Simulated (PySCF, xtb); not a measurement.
C3H7NOSi, SMILES C[C@H]1OC=N[SiH2]1.

GFN2-xTB in xtb 6.7.1 at its own geometry gives an orbital gap of 3.90 eV and a dipole moment of 1.82 D.

Geometry: B3LYP-D3(BJ)/def2-SVP. The structure was generated by enumeration; whether it is a known compound was not checked. The values are those of a single conformer.

Problem. What does PBE/def2-TZVP (PySCF) give? (Estimate from the structure and the level; the computed values follow.)

Solution. gap 5.12 eV (levels -6.24 and -1.12 eV), dipole 2.05 D.
